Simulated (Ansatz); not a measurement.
Start from `COB(F)[SiH2]F` and change one atom or group to get `COB(N)F`.

Ansatz, PBE0-D4/def2-TZVP geometries, multiplicity 1. Each molecule was computed in one conformer, which needn't be the lowest.

```
                                          property  `COB(F)[SiH2]F`
               HOMO energy (B3LYP/def2-TZVPP) / eV            -8.22
size of the dipole moment (ωB97M-V/def2-TZVPP) / D             1.44
             HOMO–LUMO gap (B3LYP/def2-TZVPP) / eV             7.29
             LUMO energy (ωB97M-V/def2-TZVPP) / eV             1.23
  size of the dipole moment (B3LYP/def2-TZVPP) / D             1.44
                 HOMO energy (PBE/def2-TZVPP) / eV            -6.99
```

**Question.** Give the same properties after the change, and the shifts. (Estimate.)

**Answer.** Computed: 
```
                                          property  `COB(N)F`  shift
               HOMO energy (B3LYP/def2-TZVPP) / eV      -7.43   0.79
size of the dipole moment (ωB97M-V/def2-TZVPP) / D       0.78  -0.66
             HOMO–LUMO gap (B3LYP/def2-TZVPP) / eV       8.00   0.71
             LUMO energy (ωB97M-V/def2-TZVPP) / eV       2.19   0.96
  size of the dipole moment (B3LYP/def2-TZVPP) / D       0.81  -0.63
                 HOMO energy (PBE/def2-TZVPP) / eV      -6.17   0.82
```

With PBE0 the HOMO rises by 0.75 eV and the LUMO rises by 1.66 eV, so the gap widens by about 0.91 eV. PBE moves the HOMO by 0.82 eV and ωB97M-V by 0.58 eV. Dipoles are sizes alone; their direction can turn.

B3LYP here is the variant with VWN-RPA as its local correlation; programs differ in this.
